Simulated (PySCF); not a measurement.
# Excitation energy of Tc by level of theory

Tc [Kr] 4d5 5s2 (6S) → Tc [Kr] 4d5 5s1 5p1 (8P), as a difference of total energies. Computed with PySCF 2.14 in def2-TZVPPD with the def2 core potential (28 electrons) (6s4p3d2f1g, 56 functions), with a scalar-relativistic core potential. Correlated levels: valence: 4s2 4p6 frozen. The calculations carry no spin-orbit coupling.

```tsv
method	excitation energy (cm⁻¹)
UHF	6497.9
MP2 (valence)	14344
SCS-MP2 (valence)	17164
CCSD (valence)	15165
CCSD(T) (valence)	15878
```

Errors of the correlated levels include the incompleteness of this basis and the frozen core.

For comparison: 17033 cm⁻¹ (measured; NIST levels, between the centres of gravity of the two terms).
